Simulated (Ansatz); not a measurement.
Pulling on the As1–H2 bond in AsH3 (SMILES [AsH3]) (multiplicity 1 held, fragments rigid). Energies count from the point at 1.525 Å.
Geometry at that point (charge 0, multiplicity 1):
```xyz
4

As     0.00043     0.00037     0.07075
H     -0.28140     1.23234    -0.78311
H     -0.93712    -0.86192    -0.76812
H      1.20444    -0.38272    -0.78356
```

R- and RO- levels are restricted; in cc, def2 and unpolarised 6-31G sets they are followed outwards from rest. Unrestricted levels (U-) break spin symmetry where that is lower. Curves can end on different states.

Cores are frozen in the correlated methods. Filled d and f shells under p-block atoms count as core.

Codes used: Ansatz (Gaussian orbitals). Each number belongs to the level named beside it.

Problem. Give the energy at R = 4.881 Å at the level R-SCS-MP2/cc-pVTZ.

Solution. 391 kJ/mol

Problem. What is the computed energy at R = 4.881 Å (U-PBE/cc-pVTZ)?

Solution. 324 kJ/mol

Doubts at one or more of the structures used: a spin-contaminated determinant (U-PBE/cc-pVTZ); a restricted determinant that unrestricted orbitals would lower (R-SCS-MP2/cc-pVTZ).

Ansatz is a program for electronic structure.
